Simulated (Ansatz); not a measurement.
Total energies of the cluster Ta2O2⁺ from Ansatz at PBE-D4/def2-TZVP, gas phase (1 Eh = 27.2114 eV = 2625.5 kJ/mol). The reference geometry is relaxed at PBE0-D4/def2-TZVP.

Cartesian coordinates in Å:
```
Ta 0.349 0.849 -0.811
Ta -0.567 -1.047 0.287
O 1.270 -0.591 0.040
O -1.051 0.789 0.485
```

```tsv
state	geometry	energy (Eh)
charge 1 doublet	reference	-264.24717
charge 0 singlet	reference	-264.46323
charge 1 quartet	relaxed at PBE0-D4/def2-TZVP	-264.22713
```

In the def2 sets Ta takes a core potential; there is no spin–orbit coupling.

Q: Work out the vertical electron affinity, to the singlet.

A: E(charge 1 doublet) − E(charge 0 singlet) = -264.24717 − (-264.46323) = 0.21606 Eh = 5.88 eV.

Q: Which of the charge 1 states is lowest, and how far above it are the others?

A: The doublet. quartet: -264.22713 − (-264.24717) = 0.02004 Eh = 52.6 kJ/mol.

A triplet lies near this restricted singlet, and broken spin symmetry wasn't tried. 

The structure comes from a short search, and lower isomers may exist.
